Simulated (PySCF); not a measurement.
Job file and geometry (Å, from PBE0-D3(BJ)/def2-SVP) of a spin–spin coupling run on GaH2(nPr), C$_{3}$H$_{9}$Ga, PySCF, PBE/pcJ-1 Ga:pcSseg-1 indirect spin-spin coupling, non-relativistic, gas phase; density fitting, a coarse starting grid and PySCF grid level 2 are the driver's defaults:

```
$ OMP_NUM_THREADS=1 python probes_run.py task.json out

{"job": {"kind": "j", "xc": "PBE", "basis": "pcJ-1"}, "charge": 0, "multiplicity": 1}
Ga     1.177300     1.947053     0.762823
H      2.752986     1.985303     0.826891
H      0.391727     3.309253     0.635026
C      0.196101     0.228706     0.774648
C     -0.168610    -0.244837    -0.637214
C     -0.942821    -1.556045    -0.650343
H     -0.725532     0.350921     1.370449
H      0.805081    -0.538804     1.281620
H      0.746979    -0.364175    -1.244426
H     -0.765581     0.529612    -1.151819
H     -1.888783    -1.460934    -0.093389
H     -1.186543    -1.875306    -1.675812
H     -0.361664    -2.362848    -0.176244
```

Problem. What does the program print?

Solution. 
```
coarse grid: 45208 points
cycle   1  E = -2043.7056472603  dE = -5.139e-01  |g| = 1.398e+00  |ddm| = 2.872e+00
cycle   2  E = -2043.2498297785  dE =  4.558e-01  |g| = 2.106e+00  |ddm| = 2.096e+00
cycle   3  E = -2043.8895019981  dE = -6.397e-01  |g| = 2.715e-01  |ddm| = 1.669e+00
cycle   4  E = -2043.9079944852  dE = -1.849e-02  |g| = 1.207e-01  |ddm| = 3.542e-01
cycle   5  E = -2043.9107932747  dE = -2.799e-03  |g| = 2.411e-02  |ddm| = 1.113e-01
cycle   6  E = -2043.9109290132  dE = -1.357e-04  |g| = 7.337e-03  |ddm| = 3.000e-02
cycle   7  E = -2043.9109413105  dE = -1.230e-05  |g| = 1.628e-03  |ddm| = 6.507e-03
cycle   8  E = -2043.9109419784  dE = -6.679e-07  |g| = 3.047e-04  |ddm| = 1.870e-03
final grid: 95264 points
cycle   9  E = -2043.9109841128  dE = -6.028e-08  |g| = 3.440e-04  |ddm| = 1.950e-03
cycle  10  E = -2043.9109840979  dE =  1.491e-08  |g| = 4.383e-04  |ddm| = 8.674e-04
cycle  11  E = -2043.9109841427  dE = -4.476e-08  |g| = 7.765e-05  |ddm| = 4.436e-04
cycle  12  E = -2043.9109841441  dE = -1.449e-09  |g| = 5.027e-06  |ddm| = 7.177e-05
cycle  13  E = -2043.9109841441  dE = -9.095e-13  |g| = 3.121e-06  |ddm| = 8.730e-06
converged SCF energy = -2043.9109841441

Indirect spin-spin couplings (Hz)
  i      j    bonds     total        FC       PSO       DSO        SD
  1 H    2 H    2     37.744    41.801     1.176    -5.233         -
  1 H    3 C    2     16.589    17.403    -0.024    -0.790         -
  1 H    4 C    3     -0.749    -0.458     0.113    -0.404         -
  1 H    5 C    4      1.272     1.406     0.168    -0.303         -
  1 H    6 H    3      1.809     4.129     1.272    -3.593         -
  1 H    7 H    3     -0.835    -0.212     0.071    -0.695         -
  1 H    8 H    4     -0.543    -0.105    -0.125    -0.313         -
  1 H    9 H    4     -1.242     0.206     0.658    -2.107         -
  1 H   10 H    5     -0.348     0.314     0.699    -1.360         -
  1 H   11 H    5      0.417     0.838     0.627    -1.049         -
  1 H   12 H    5     -0.437    -0.066     0.377    -0.747         -
  2 H    3 C    2     15.983    16.776    -0.022    -0.771         -
  2 H    4 C    3     -1.070    -0.850     0.084    -0.304         -
  2 H    5 C    4      0.776     0.888     0.162    -0.273         -
  2 H    6 H    3     -1.340    -0.634     0.145    -0.851         -
  2 H    7 H    3      3.197     5.592     1.355    -3.751         -
  2 H    8 H    4     -1.067     0.083     0.548    -1.698         -
  2 H    9 H    4     -0.206    -0.084    -0.341     0.220         -
  2 H   10 H    5     -0.350    -0.039     0.362    -0.673         -
  2 H   11 H    5      0.375     0.706     0.593    -0.923         -
  2 H   12 H    5     -0.243     0.360     0.716    -1.320         -
  3 C    4 C    1     26.321    26.343    -0.283     0.261         -
  3 C    5 C    2     -1.709    -1.469    -0.267     0.028         -
  3 C    6 H    1    120.421   117.842     1.426     1.154         -
  3 C    7 H    1    122.310   119.789     1.374     1.147         -
  3 C    8 H    2     -1.105    -1.338     0.173     0.059         -
  3 C    9 H    2     -1.352    -1.589     0.176     0.062         -
  3 C   10 H    3      2.817     2.686     0.022     0.109         -
  3 C   11 H    3     11.907    11.878     0.367    -0.338         -
  3 C   12 H    3      2.896     2.761     0.023     0.113         -
  4 C    5 C    1     29.481    29.696    -0.396     0.181         -
  4 C    6 H    2     -4.396    -4.646     0.242     0.007         -
  4 C    7 H    2     -3.904    -4.156     0.254    -0.002         -
  4 C    8 H    1    118.596   116.679     0.978     0.939         -
  4 C    9 H    1    118.939   117.040     0.959     0.940         -
  4 C   10 H    2     -3.381    -3.455     0.224    -0.150         -
  4 C   11 H    2     -1.806    -1.860     0.236    -0.182         -
  4 C   12 H    2     -3.444    -3.519     0.226    -0.151         -
  5 C    6 H    3      4.146     4.080     0.005     0.061         -
  5 C    7 H    3      3.703     3.639     0.010     0.054         -
  5 C    8 H    2     -2.587    -2.618     0.190    -0.158         -
  5 C    9 H    2     -2.628    -2.657     0.188    -0.158         -
  5 C   10 H    1    120.818   119.008     1.195     0.615         -
  5 C   11 H    1    119.859   118.035     1.240     0.583         -
  5 C   12 H    1    120.840   119.032     1.194     0.614         -
  6 H    7 H    2    -10.201   -11.345     2.414    -1.270         -
  6 H    8 H    3     16.510    16.279     2.680    -2.449         -
  6 H    9 H    3      3.752     3.366     0.410    -0.024         -
  7 H    8 H    3      3.890     3.513     0.416    -0.039         -
  7 H    9 H    3     16.128    15.896     2.685    -2.453         -
  8 H    9 H    2    -12.644   -13.234     2.112    -1.521         -
  8 H   10 H    3     14.682    14.617     2.748    -2.683         -
  8 H   11 H    3      3.337     3.268     0.395    -0.326         -
  8 H   12 H    3      4.115     4.024     0.510    -0.419         -
  9 H   10 H    3      4.258     4.162     0.491    -0.396         -
  9 H   11 H    3      3.263     3.193     0.413    -0.344         -
  9 H   12 H    3     14.788    14.721     2.749    -2.682         -
 10 H   11 H    2    -12.229   -12.399     2.718    -2.547         -
 10 H   12 H    2    -12.120   -12.313     2.614    -2.422         -
 11 H   12 H    2    -12.271   -12.441     2.717    -2.547         -
```

Size and cost of the density-fitted run: 212 basis functions, 34 s wall time on 1 thread of an AMD EPYC 7R43 64-Core, shared host; peak memory 0.7 GiB.
